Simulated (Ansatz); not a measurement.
Calculation: Ansatz (a quantum-chemistry and plane-wave program) with frozen-core CCSD(T)/cc-pVTZ // PBE0-D3(BJ)/def2-TZVP.

Ansatz 0.2 input:
```yaml
crystal:
  periodic: [false, false, false]
  atoms:
    - { symbol: O, position_ang: [1.20475, -0.419158, -0.012862] }
    - { symbol: Ga, position_ang: [-0.546922, -0.059464, 0.006126] }
    - { symbol: H, position_ang: [1.763987, 0.360058, -0.019965] }
    - { symbol: H, position_ang: [-1.448009, -1.327719, 0.017269] }
    - { symbol: H, position_ang: [-0.973806, 1.446282, 0.009434] }
basis:
  gaussian: { orbitals: cc-pVTZ }
correlation:
  method: ccsd_t
```

Output:

```
Functional definition: HF
692 factors; integrals over basis functions are off by at most 1.5e-3 eV
mean field evaluation 1: about -54418.1335 eV, gradient 4.0e1 eV
mean field evaluation 2: about -54418.1701 eV, gradient 4.0e1 eV
mean field evaluation 4: about -54421.1212 eV, gradient 2.1e0 eV
mean field evaluation 8: about -54421.1438 eV, gradient 7.9e-2 eV
mean field evaluation 16: about -54421.0933 eV, gradient 3.2e-1 eV
mean field -54421.14384305 eV, -1999.9401482558 hartree, gradient 6.6e-6 eV, S^2 0.000000; 0 other end points of the search recorded, 0 dependent functions left out
10 core orbitals not correlated
reference -54421.14384305 eV, -1999.9401482558 hartree; 11, 11 occupied and 94, 94 virtual orbitals, 692 factors
second order -11.35722136 eV of doubles, -0.00000000 eV of singles
cycle   1  -11.23788610 eV  change    1.2e-1 eV  update   9.5e-2
cycle   2  -11.62679674 eV  change   -3.9e-1 eV  update   2.9e-2
cycle   3  -11.71232648 eV  change   -8.6e-2 eV  update   1.7e-2
cycle   4  -11.70301973 eV  change    9.3e-3 eV  update   4.5e-3
cycle   5  -11.70222754 eV  change    7.9e-4 eV  update   2.5e-3
cycle   6  -11.70329962 eV  change   -1.1e-3 eV  update   7.7e-4
cycle   7  -11.70287441 eV  change    4.3e-4 eV  update   2.9e-4
cycle   8  -11.70283591 eV  change    3.8e-5 eV  update   8.1e-5
cycle   9  -11.70287873 eV  change   -4.3e-5 eV  update   3.0e-5
cycle  10  -11.70287544 eV  change    3.3e-6 eV  update   1.0e-5
perturbative correction -0.46723542 eV, -0.0171705851 hartree
Total energy: -54433.31395390 eV, -2000.3873915806 hartree
```

Cost: about 9 core-seconds (a rough figure).
